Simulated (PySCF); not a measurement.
ZrCl2: from structure and modes to constants

Computed with UB3LYP/[Zr def2-TZVP with ECP28, Cl def2-TZVP], scalar-relativistic core potentials, density fitting, no spin–orbit coupling, PySCF.

The triplet minimum has C2v symmetry. Masses (u): Zr 89.90470, Cl 34.96885.

```xyz
3
charge 0 multiplicity 3, angstrom
Zr    0.0000    0.0000   -0.2760
Cl    2.2745    0.0000    0.3858
Cl   -2.2745    0.0000    0.3858
```

Harmonic wavenumbers (cm⁻¹): 46.4 (a1, ×1), 349.3 (a1, ×1), 397.8 (b2, ×1).

Task: Find the principal moments of inertia and the rotational constants. What kind of rotor is it?

Result: About the centre of mass I = 17.229, 361.81, 379.04 u Å². With B = 16.8576/I this gives 0.9784, 0.04659, 0.04447 cm⁻¹. The molecule is an asymmetric top with κ = -1.00.

Task: What is the harmonic zero-point energy?

Result: Half the sum of all 3 wavenumbers, 793/2 = 397 cm⁻¹, which is 4.7 kJ/mol (1 cm⁻¹ = 0.0119627 kJ/mol).

Task: Find the vibrational entropy and heat capacity at 298.15 K.

Result: With u = 1.43878 ω/T, each mode gives S = R[u/(eᵘ−1) − ln(1−e⁻ᵘ)] and C = R u² eᵘ/(eᵘ−1)².
```tsv
ω (cm⁻¹)	u	S (J/(mol K))	C (J/(mol K))
46.4	0.224	20.78	8.28
349.3	1.686	4.89	6.60
397.8	1.920	4.06	6.17
```
The sums over all modes are S = 29.7 and C = 21.0 J/(mol K); the softest mode gives 70 % of the entropy.

Task: Give the standard entropy (298.15 K, 1 bar) by its translational, rotational, vibrational and spin parts, and Cp.

Result: Sackur–Tetrode with M = 159.84 u gives 172.1; rotation with symmetry number 2 gives 103.8; vibration 29.7; spin R ln 3 = 9.1. The total is 314.8 J/(mol K), and Cp = 4 R + 21.0 = 54.3 J/(mol K).

Only a few start shapes were tried, so a lower isomer may exist. Open d and f shells are described by one determinant, and the ground state may have another occupation or spin.
